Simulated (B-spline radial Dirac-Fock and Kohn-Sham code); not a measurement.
## Relativistic shifts of the levels of Hg⁴⁹⁺

System: the Hg⁴⁹⁺ ion in the configuration 1s2 2s2 2p6 3s2 3p6 3d10 4s2 4p1.

Both columns are ΔSCF binding energies of the configuration average from a radial atomic solver: non-relativistic Hartree-Fock with a point nucleus, and Dirac-Fock with a finite nucleus and the Coulomb interaction alone, averaged over the two j levels with weights 2j+1.

```tsv
shell	Hartree-Fock (eV)	Dirac-Fock (eV)	shift (eV)	shift (%)
1s	78161.4	86232.6	+8071.16	+10.33
2s	15344.0	17542.3	+2198.23	+14.33
2p	14844.2	15606.2	+761.97	+5.13
3s	5488.7	6079.4	+590.71	+10.76
3p	5257.1	5496.5	+239.33	+4.55
3d	4844.3	4847.5	+3.24	+0.07
4s	2714.4	2925.7	+211.37	+7.79
4p	2625.3	2718.0	+92.74	+3.53
```

Relativity binds 1s, 2s, 2p, 3s, 3p, 3d, 4s, 4p more strongly, among those listed most of all 2s in relative terms.

Values without a named source are computed, but for edge energies of neutral atoms, which are taken from tables.
